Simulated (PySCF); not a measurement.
# Mayer bond orders and bond lengths

Compound: C7H7S (charge +1).
Atom-mapped SMILES: `[CH2:1]=[CH:2][c:3]1[cH:4][cH:5][cH:6][cH:7][s+:8]1` (hydrogens: H9, H10 on C1; H11 on C2; H12 on C4; H13 on C5; H14 on C6; H15 on C7)

Structure used (GFN2-xTB), in Å, numbered top down from 1:
```xyz
15
C7H7S angstrom
C     -2.9071    0.5214   -0.3739
C     -1.9381   -0.3968   -0.4092
C     -0.5259   -0.1244   -0.2841
C      0.4038   -1.1605   -0.3324
C      1.7720   -0.9980   -0.2227
C      2.3814    0.2480   -0.0479
C      1.6625    1.4080    0.0271
S     -0.0265    1.5093   -0.0769
H     -2.7140    1.5746   -0.2450
H     -3.9400    0.2372   -0.4753
H     -2.1923   -1.4401   -0.5400
H      0.0165   -2.1619   -0.4655
H      2.4010   -1.8745   -0.2748
H      3.4578    0.3001    0.0313
H      2.1445    2.3656    0.1617
```

Bond orders from the PBE0/pcSseg-1 density (PySCF). Geometry: GFN2-xTB, one conformer, isolated ion.

Task: How far do the computed orders between heavy atoms stray from the drawn ones?

Result: The largest departure is 0.282, at S8–C3 (drawn aromatic, 1.218), counting aromatic bonds as 1.5. The bonds drawn aromatic range from 1.22 to 1.50.

Task: Set the Mayer orders of the bonds between heavy atoms beside their lengths.

Result: 
```tsv
bond	drawn as	length (Å)	Mayer order
C1–C2	double	1.335	1.853
C2–C3	single	1.444	1.112
C3–C4	aromatic	1.393	1.317
C4–C5	aromatic	1.382	1.462
C5–C6	aromatic	1.398	1.353
C6–C7	aromatic	1.367	1.501
C7–S8	aromatic	1.695	1.272
S8–C3	aromatic	1.721	1.218
```

By pair of heavy elements: C–C: lowest C2–C3 (1.112, 1.444 Å), highest C1–C2 (1.853, 1.335 Å); in 1 of the 15 pairs the longer bond (by over 0.003 Å) has the higher order (by 0.02 or more). C–S: lowest S8–C3 (1.218, 1.721 Å), highest C7–S8 (1.272, 1.695 Å).

Task: And the bonds to hydrogen?

Result: C–H: 0.92 to 0.96 (7 bonds).

Task: Sum the orders of all bonds at each heavy atom with more than one neighbour and set the sums beside the valence in the SMILES.

Result: C1 3.717 (drawn 4), C2 3.921 (drawn 4), C3 3.647 (drawn 4), C4 3.733 (drawn 4), C5 3.752 (drawn 4), C6 3.794 (drawn 4), C7 3.688 (drawn 4), S8 2.490 (drawn 3). Orders between atoms that aren't bonded are not in these sums.

For a closed shell the Mayer order of atoms A and B is Σ (PS)μν (PS)νμ over the basis functions μ on A and ν on B, with P the density and S the overlap matrix.

These values come from a run that also computed NMR shieldings. On an Arm Neoverse V1 with one thread (shared host), this took 30 s (with the writing of density and orbital grids) and 0.86 GiB of memory at its peak.
